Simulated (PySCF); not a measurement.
**Computed structure and properties of Dy(OH)3**

System: Dy(OH)3 (singlet in the valence; each metal's 4f electrons, 9 of them, lie in its core potential, out of spins and levels); start: template (C3v). Method: PySCF 2.14.0, RKS PBE, Dy lcecp-1-SVP with ECP55, O def2-SVP, H def2-SVP; non-relativistic Hamiltonian with scalar-relativistic core potentials where named; density fitting; no spin-orbit coupling.

Input of the relaxation:

```python
mol = gto.M(atom='''
Dy    -0.00000    -0.00000    -0.00492
O      2.15377     0.00002    -0.00492
H      3.05382     0.00003     0.34508
O     -1.07691     1.86521    -0.00492
H     -1.52694     2.64467     0.34508
O     -1.07687    -1.86523    -0.00492
H     -1.52688    -2.64470     0.34508''',
    basis={'Dy': 'lcecp-1-SVP', 'O': 'def2-SVP', 'H': 'def2-SVP'},
    ecp={'Dy': 'lcecp-1-SVP'},
    charge=0, spin=0)
mf = dft.RKS(mol, xc='PBE')
mf.grids.atom_grid = (50, 194)  # f atoms: unpruned, at least (60, 302)
mf = mf.density_fit()  # fitting sets: Dy AutoAux, O def2-universal-JKFIT, H def2-universal-JKFIT
mf.conv_tol = 1e-08; mf.max_cycle = 55
mf.kernel(dm0)  # dm0: converged density of the start geometry
# quasi-Newton relaxation in Cartesian coordinates to a largest gradient under 0.00045 Eh/bohr, steps kept in the point group
```

Run from Python with OMP_NUM_THREADS=2; the lines above give its settings. Where DIIS fails, smearing, a level shift and second-order steps follow.
It took 49 s on 2 threads of Arm Neoverse V1, on a shared host, from the converged density of the start.

Course of the relaxation:

| step | energy above end (eV) | largest force component within the symmetry (eV/Å) |
| --- | --- | --- |
| 0 | 0.3716 | 1.777 |
| 1 | 0.1360 | 0.657 |
| 2 | 0.0518 | 0.438 |
| 3 | 0.0231 | 0.501 |
| 4 | 0.0147 | 0.108 |
| 5 | 0.0123 | 0.107 |
| 6 | 0.0105 | 0.117 |
| 7 | 0.0082 | 0.152 |
| 8 | 0.0054 | 0.199 |
| 9 | 0.0029 | 0.072 |
| 10 | 0.0013 | 0.076 |
| 11 | 0.0008 | 0.070 |
| 12 | 0.0002 | 0.070 |
| 13 | 0.0001 | 0.022 |
| 14 | 0.0000 | 0.005 |

Relaxed geometry (C3v):

```xyz
7

Dy    0.0000    0.0000    0.0316
O     2.0530    0.0000    0.1241
H     3.0159    0.0000    0.2039
O    -1.0265    1.7780    0.1241
H    -1.5080    2.6118    0.2039
O    -1.0265   -1.7780    0.1241
H    -1.5079   -2.6118    0.2039
```

```csv
contact,Å
Dy1–O2 (OH),2.055
Dy1–O4 (OH),2.055
Dy1–O6 (OH),2.055
```

On the finer grid (75, 302):

```json
{
  "HOMO": "-5.91 eV",
  "LUMO": "-2.04 eV",
  "Dipole about the centre of mass": "0.28 D",
  "Set of Mulliken populations of Dy1 outside the core potential": "s 2.16, p 6.40, d 1.50, f 0.08",
  "D3(BJ) dispersion energy (not in the energies)": "-0.089 eV"
}
```

```json
{"atom": "Dy1", "Mulliken (e)": "0.85", "Löwdin (e)": "0.53", "spin (e)": "0.00"}
{"atom": "O2", "Mulliken (e)": "-0.45", "Löwdin (e)": "-0.26", "spin (e)": "0.00"}
{"atom": "H3", "Mulliken (e)": "0.17", "Löwdin (e)": "0.08", "spin (e)": "0.00"}
{"atom": "O4", "Mulliken (e)": "-0.45", "Löwdin (e)": "-0.26", "spin (e)": "0.00"}
{"atom": "H5", "Mulliken (e)": "0.17", "Löwdin (e)": "0.08", "spin (e)": "0.00"}
{"atom": "O6", "Mulliken (e)": "-0.45", "Löwdin (e)": "-0.26", "spin (e)": "0.00"}
{"atom": "H7", "Mulliken (e)": "0.17", "Löwdin (e)": "0.08", "spin (e)": "0.00"}
```

The 4f levels lie in the core potential and are missing. Their spin isn't counted.

On the grid (50, 194), as all that follows. Harmonic modes: a minimum within the noise of the softest modes; lowest 37 cm⁻¹ (negative: unstable), highest 3861 cm⁻¹, zero-point energy 0.993 eV.

Taking off one OH (charge -1, singlet; the rest: singlet) in vacuum, both parts rigid, costs 11.37 eV; the small basis without counterpoise inflates it. Most of it is the attraction of opposite charges; other ways to part are cheaper, and one spin state was tried for the rest.

Rigid scan of OH along the line from its metal:

(distance to O2 (Å), energy (eV)): (1.76, 1.394), (1.86, 0.530), (1.96, 0.114), (2.06, 0.000), (2.16, 0.086), (2.26, 0.300), (2.46, 0.929), (2.76, 2.011), (3.16, 3.307)

One start shape was tried, so this needn't be the lowest isomer.

An lcecp potential fixes the number of 4f electrons, so in runs with it no electron can move into or out of that shell.
